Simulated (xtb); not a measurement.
I3In, charge +1, doublet, from a rough starting geometry (GFN-xTB shapes and energies of metal compounds can be far from the true ones) (a state made from the parent by changing its charge; the spin is typed, not shown lowest); GFN2-xTB (xtb).

The xtb input:
```
$ xtb mol.xyz --gfn 2 --chrg 1 --uhf 1 --opt vtight --json

# file mol.xyz
4

In     0.00453583    -0.01953342     0.04913949
I      2.55464289    -0.46695417    -0.77174388
I     -0.89565290    -1.25643037     2.18669613
I     -1.63947798     1.63790103    -1.40419188
```

It wrote (shortened):

```
   ID    Z sym.   atoms
    1   49 In     1
    2   53 I      2-4

           -------------------------------------------------
          |                Calculation Setup                |
           -------------------------------------------------

           -------------------------------------------------
          |                 G F N 2 - x T B                 |
           -------------------------------------------------

          ...................................................
          :                      SETUP                      :
          :.................................................:
          :  # basis functions                  40          :
          :  # atomic orbitals                  36          :
          :  # shells                           12          :
          :  # electrons                        23          :
          :  max. iterations                   250          :
          :  Hamiltonian                  GFN2-xTB          :
          :  restarted?                      false          :
          :  GBSA solvation                  false          :
          :  PC potential                    false          :
          :  electronic temp.          300.0000000     K    :
          :  accuracy                    1.0000000          :
          :  -> integral cutoff          0.2500000E+02      :
          :  -> integral neglect         0.1000000E-07      :
          :  -> SCF convergence          0.1000000E-05 Eh   :
          :  -> wf. convergence          0.1000000E-03 e    :
          :  Broyden damping             0.4000000          :
          :  net charge                          1          :
          :  unpaired electrons                  1          :
          ...................................................

 iter      E             dE          RMSdq      gap      omega  full diag
   1    -12.2955992 -0.122956E+02  0.280E+01    2.62       0.0  T
   2    -12.2383501  0.572491E-01  0.112E+01    2.82       1.0  T
   3    -12.0474104  0.190940E+00  0.221E+01    1.86       1.0  T
   4    -12.1372976 -0.898871E-01  0.155E+01    2.02       1.0  T
   5    -11.9970974  0.140200E+00  0.107E+01    1.84       1.0  T
   6    -12.1978405 -0.200743E+00  0.822E+00    2.42       1.0  T
   7    -12.3062081 -0.108368E+00  0.761E+00    2.64       1.0  T
   8    -12.2805435  0.256646E-01  0.604E+00    2.59       1.0  T
   9    -12.2838718 -0.332833E-02  0.575E+00    2.59       1.0  T
  10    -12.2833322  0.539571E-03  0.572E+00    2.59       1.0  T
  11    -12.2264099  0.569223E-01  0.829E+00    2.54       1.0  T
  12    -12.2527503 -0.263404E-01  0.730E+00    2.65       1.0  T
  13    -12.3185434 -0.657931E-01  0.239E+00    2.73       1.0  T
  14    -12.3169891  0.155431E-02  0.221E+00    2.73       1.0  T
  15    -12.2769358  0.400533E-01  0.565E+00    2.70       1.0  T
  16    -12.2785364 -0.160057E-02  0.520E+00    2.70       1.0  T
  17    -12.3114455 -0.329091E-01  0.208E+00    2.72       1.0  T
  18    -12.3182680 -0.682248E-02  0.104E+00    2.72       1.0  T
  19    -12.3180634  0.204598E-03  0.107E+00    2.72       1.0  T
  20    -12.3189444 -0.881030E-03  0.755E-01    2.73       1.0  T
  21    -12.3190739 -0.129448E-03  0.592E-01    2.73       1.0  T
  22    -12.3188831  0.190753E-03  0.642E-01    2.73       1.0  T
  23    -12.3182820  0.601140E-03  0.791E-01    2.73       1.0  T
  24    -12.3191691 -0.887084E-03  0.298E-01    2.73       1.0  T
  25    -12.3191905 -0.214347E-04  0.269E-01    2.73       1.0  T
  26    -12.3192311 -0.406111E-04  0.209E-01    2.73       1.0  T
  27    -12.3192591 -0.279480E-04  0.150E-01    2.73       1.0  T
  28    -12.3192846 -0.255523E-04  0.575E-02    2.73       1.0  T
  29    -12.3192844  0.216935E-06  0.543E-02    2.73       1.0  T
  30    -12.3192863 -0.192991E-05  0.318E-02    2.73       1.6  T
  31    -12.3192868 -0.446854E-06  0.247E-02    2.73       2.0  T
  32    -12.3192872 -0.394540E-06  0.124E-02    2.73       4.0  T
[...]
         :: total energy             -12.299392795145 Eh    ::
 * total energy  :   -12.2993928 Eh     change        0.7609380E-10 Eh
 * total energy  :   -12.2951746 Eh     change        0.4218238E-02 Eh
 * total energy  :   -12.2985451 Eh     change       -0.3370565E-02 Eh
 * total energy  :   -12.2955753 Eh     change        0.2969809E-02 Eh
 * total energy  :   -12.3019042 Eh     change       -0.6328868E-02 Eh
 * total energy  :   -12.3014208 Eh     change        0.4833651E-03 Eh
 * total energy  :   -12.3023046 Eh     change       -0.8837962E-03 Eh
 * total energy  :   -12.3023374 Eh     change       -0.3273726E-04 Eh
 * total energy  :   -12.3023392 Eh     change       -0.1855601E-05 Eh
 * total energy  :   -12.3023396 Eh     change       -0.3835400E-06 Eh
 * total energy  :   -12.3023396 Eh     change       -0.6642024E-08 Eh
   *** GEOMETRY OPTIMIZATION CONVERGED AFTER 11 ITERATIONS ***
         :: total energy             -12.302339597465 Eh    ::
[...]
         2        2.0000           -0.9594012             -26.1066
         3        2.0000           -0.9566331             -26.0313
         4        2.0000           -0.7803570             -21.2346
         5        2.0000           -0.6597685             -17.9532
         6        2.0000           -0.6597645             -17.9531
         7        1.9973           -0.6429196             -17.4947
         8        1.9973           -0.6429182             -17.4947
         9        1.9490           -0.6400960             -17.4179
        10        1.9489           -0.6400945             -17.4179
        11        1.9011           -0.6394169             -17.3994
        12        1.2065           -0.6360391             -17.3075 (HOMO)
        13                         -0.5490839             -14.9413 (LUMO)
        14                         -0.3747581             -10.1977
        15                         -0.2870023              -7.8097
        16                         -0.2869845              -7.8092
        17                         -0.2396941              -6.5224
        18                         -0.2396906              -6.5223
        19                         -0.2288781              -6.2281
        20                         -0.2288754              -6.2280
        21                         -0.2255715              -6.1381
        22                         -0.2177031              -5.9240
        23                         -0.2177014              -5.9240
       ...                                ...                  ...
        36                          1.6010479              43.5667
      -------------------------------------------------------------
                  HL-Gap            0.0869552 Eh            2.3662 eV
             Fermi-level           -0.6149398 Eh          -16.7334 eV

     #   Z          covCN         q      C6AA      α(0)
     1  49 In       2.534     0.343   270.828    31.315
     2  53 I        0.845     0.219   356.084    32.576
     3  53 I        0.845     0.219   356.084    32.576
     4  53 I        0.845     0.219   356.084    32.576

 Mol. C6AA /au·bohr⁶  :       5332.070375
 Mol. C8AA /au·bohr⁸  :     550764.963941
 Mol. α(0) /au        :        129.042044

Wiberg/Mayer (AO) data.
largest (>0.10) Wiberg bond orders for each atom

 ---------------------------------------------------------------------------
     #   Z sym  total        # sym  WBO       # sym  WBO       # sym  WBO
 ---------------------------------------------------------------------------
     1  49 In   2.707 --     4 I    0.902     2 I    0.902     3 I    0.902
     2  53 I    1.532 --     1 In   0.902     3 I    0.315     4 I    0.315
     3  53 I    1.531 --     1 In   0.902     2 I    0.315     4 I    0.315
     4  53 I    1.532 --     1 In   0.902     3 I    0.315     2 I    0.315
 ---------------------------------------------------------------------------

Topologies differ in total number of bonds
Writing topology from bond orders to xtbtopo.mol

molecular dipole:
                 x           y           z       tot (Debye)
 q only:        0.011      -0.050       0.028
   full:        0.011      -0.050       0.028       0.148
molecular quadrupole (traceless):
                xx          xy          yy          xz          yz          zz
 q only:        3.221      -3.116      -3.484      -2.262      -5.761       0.263
  q+dip:        0.894      -0.866      -0.968      -0.630      -1.604       0.074
   full:       -0.099       0.094       0.106       0.067       0.170      -0.007

optimized geometry written to: xtbopt.xyz

           -------------------------------------------------
          | TOTAL ENERGY              -12.302339597465 Eh   |
          | GRADIENT NORM               0.000047415968 Eh/α |
          | HOMO-LUMO GAP               2.366171883693 eV   |
           -------------------------------------------------

normal termination of xtb
```
